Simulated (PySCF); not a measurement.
From one molecule to another.

First species: C5H5N3OSi.
Numbering: `[CH3:1]/[C:2]([C:3]#[N:4])=[N:5]\[Si@H:6]([C:7]#[N:8])[CH:9]=[O:10]` (hydrogens: H11, H12, H13 on C1; H14 on Si6; H15 on C9)

Second species: C2H5NO2Si.
InChI=1S/C2H5NO2Si/c3-6(4)2-1-5-6/h1-2,4H,3H2/t6-/m1/s1

Levels: B3LYP/def2-SVPD for dipole moment, HOMO energy, LUMO energy, HOMO–LUMO gap, static isotropic polarisability and electronic spatial extent ⟨r²⟩ about the centre of nuclear charge; TDDFT B3LYP/def2-SVPD for lowest singlet excitation; TDA B3LYP/def2-SVPD for lowest triplet excitation (Tamm–Dancoff); GFN2-xTB for rotational constant A and rotational constant C. Geometries: GFN2-xTB. Each structure is a single optimised conformer of the isolated species, non-relativistic unless stated; the electronic structure was computed with PySCF and density fitting.

The conformers computed, where there is a choice (atom-mapped SMILES and torsion angles):
- `[CH3:1]/[C:2]([C:3]#[N:4])=[N:5]\[Si@H:6]([C:7]#[N:8])[CH:9]=[O:10]`: C2–N5–Si6–C7 -127°, N5–Si6–C9–O10 -141°
- `[NH2:1][Si@@:2]1([OH:3])[CH:4]=[CH:5][O:6]1`: H–N1–Si2–O3 17°, H–N1–Si2–O3 160°, H–O3–Si2–N1 -170°

Values for the first species:

```
Dipole moment                                                     : 4.97 D
HOMO energy                                                       : -7.58 eV
LUMO energy                                                       : -3.34 eV
HOMO–LUMO gap                                                     : 4.24 eV
Lowest singlet excitation                                         : 3.08 eV
Lowest triplet excitation (Tamm–Dancoff)                          : 2.44 eV
Static isotropic polarisability                                   : 107.4 au
Electronic spatial extent ⟨r²⟩ about the centre of nuclear charge : 2064 bohr²
Rotational constant A                                             : 1.514 GHz
Rotational constant C                                             : 0.552 GHz
```

Estimate the same properties for the second species, and the change in each.

```json
{"property": "dipole moment", "first": "4.97 D", "second": "0.16 D", "second less first": "-4.81 D"}
{"property": "HOMO energy", "first": "-7.58 eV", "second": "-6.40 eV", "second less first": "+1.18 eV"}
{"property": "LUMO energy", "first": "-3.34 eV", "second": "-0.38 eV", "second less first": "+2.96 eV"}
{"property": "HOMO–LUMO gap", "first": "4.24 eV", "second": "6.02 eV", "second less first": "+1.78 eV"}
{"property": "lowest singlet excitation", "first": "3.08 eV", "second": "5.26 eV", "second less first": "+2.18 eV"}
{"property": "lowest triplet excitation (Tamm–Dancoff)", "first": "2.44 eV", "second": "3.77 eV", "second less first": "+1.33 eV"}
{"property": "static isotropic polarisability", "first": "107.4 au", "second": "59.0 au", "second less first": "-48.4 au"}
{"property": "electronic spatial extent ⟨r²⟩ about the centre of nuclear charge", "first": "2064 bohr²", "second": "604 bohr²", "second less first": "-1460 bohr²"}
{"property": "rotational constant A", "first": "1.514 GHz", "second": "4.998 GHz", "second less first": "+3.484 GHz"}
{"property": "rotational constant C", "first": "0.552 GHz", "second": "2.337 GHz", "second less first": "+1.785 GHz"}
```

On the first: The 8 singlets span 3.08 to 5.94 eV, and their oscillator strengths add up to 0.28. 1 of the 8 computed singlets lies in the visible range (750 to 380 nm, 1.65 to 3.26 eV), with an oscillator strength of 0.014.

On the second: S1 lies 0.76 eV below the HOMO–LUMO gap; its leading configuration is HOMO→LUMO, weight 0.90. The principal polarisabilities are 52.2, 57.3 and 67.3 au; their mean is the isotropic value.
